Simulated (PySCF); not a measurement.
Ligands exchanged one at a time, Ga OH-SH. Gas-phase values, no solvent. One relaxed conformer stands for each flexible species; it need not be the lowest. Strings in code marks are SMILES.

The S1 excitation (TDA) from two functionals at the same geometries (B3LYP-D3(BJ)/def2-TZVP), both in PySCF: PBE-D3(BJ)/def2-TZVP and B3LYP-D3(BJ)/def2-TZVP. B3LYP has the VWN-RPA correlation part, as in Gaussian. Excitations are Tamm–Dancoff values on a coarser integration grid. The basis has no diffuse functions, so Rydberg states are missing or too high.

```
species                                          PBE-D3(BJ)/def2-TZVP (eV)
-----------------------------------------------  -------------------------
0 of 3 OH replaced by SH (`[OH][Ga]([OH])[OH]`)                       5.31
1 of 3 OH replaced by SH                                              4.87
2 of 3 OH replaced by SH (`[SH][Ga]([SH])[OH]`)                       4.71
3 of 3 OH replaced by SH                                              4.55
```

### Question
What does B3LYP-D3(BJ)/def2-TZVP give for each?

### Answer

- 0 of 3 OH replaced by SH (`[OH][Ga]([OH])[OH]`): 5.95
- 1 of 3 OH replaced by SH: 5.25
- 2 of 3 OH replaced by SH (`[SH][Ga]([SH])[OH]`): 5.07
- 3 of 3 OH replaced by SH: 4.97
Over these rows, drawn at random from the members with no instability flagged (it was tested for open shells, ions and some series alone), PBE minus B3LYP-D3(BJ): mean -0.45 eV, from -0.64 eV to -0.37 eV.
